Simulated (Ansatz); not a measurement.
Consider the ligand exchange at the Hf–I bond: `[OH][Hf]([Cl])([Cl])[I]` + CH₃NH₂ → `C[NH][Hf]([OH])([Cl])[Cl]` + HI.

Gas-phase electronic energies from Ansatz, PBE0-D4/def2-TZVP geometries. CCSD(T)/CBS adds triple-zeta CCSD(T) − MP2 to the extrapolated MP2 energy (def2 sets, frozen cores). Elements past krypton have def2 core potentials. For Hf, I outer-core shells are correlated without core-valence functions, which leaves a few kJ/mol of doubt a bond. Each species was taken in one conformer, which may not be the lowest.

| level | ΔE (kcal/mol) |
| --- | --- |
| CCSD/def2-TZVPP | 17.1 |
| HF/def2-QZVPP | 21.2 |

(1) What does CCSD(T)/CBS give? (Estimate.)

Largest T1 diagnostic among the species: 0.014.

## Answers

(1) The calculation gave: +18.7 kcal/mol. The listed levels differ from it by -1.6, 2.5 kcal/mol.

At CCSD(T), def2-SVP lies −4.8 kcal/mol from the extrapolated value and def2-TZVPP −1.4 kcal/mol. In def2-TZVPP, CCSD(T) changes the Hartree–Fock value by −3.7 kcal/mol (the triples alone add +0.1 kcal/mol) and MP2 by −1.4 kcal/mol.
